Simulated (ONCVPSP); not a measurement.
**Building the ONCV potential for Ga (Z = 31) (LDA (Perdew-Zunger), scalar-relativistic).**

Ga (Z = 31), optimised norm-conserving Vanderbilt (ONCV), made with ONCVPSP 4.0.1 (LDA (Perdew-Zunger), scalar-relativistic). Core [Ar], reference 3d10 4s2 (charge +1). Waves: 4s: rc 1.65 bohr, ncon 5, nbas 8, qcut 3.8 1/bohr, 1 projector; p scattering state at 0.04 Ha: rc 1.55 bohr, ncon 3, nbas 6, qcut 4.7 1/bohr, 2 projectors, debl 1.1 Ha; 3d: rc 1.20 bohr, ncon 3, nbas 8, qcut 15.4 1/bohr, local. Local part: the d channel. Core correction: polynomial model core, fcfact 0.55.

In the p channel the program set the typed energies aside and used 0.050, 1.150 Ha.

All-electron outer shells of the reference configuration (LDA (Perdew-Zunger), scalar-relativistic, ld1.x):

```tsv
shell	level (eV)	outermost node (bohr)	outermost maximum (bohr)
3p	-107.03	0.24	0.56
3d	-27.75	–	0.53
4s	-16.66	0.81	1.85
```

Results:

```
Cutoffs needed             : 83 Ha and 93 Ha (the cutoffs (Ha) at which the residual kinetic energy of the hardest occupied pseudo-wave falls to 1 and 0.1 mHa per electron)
Ghost test                 : ghosts flagged at negative energy: s at -400.4 eV, p at -14.0 eV, p at -7.8 eV (the flag in p may be a real empty level of the ion); GHOST(+) flags only above 600 eV; a true bound ghost makes a file unfit for plane-wave use
Configuration tests        : 2 of 4 tests not solved or not reliable
rms error of d²Exc/dni dnj : 9.61 mHa without and 2.23 mHa with the model core
```

Generation and tests took about 1.9 s on one core of a shared server CPU.
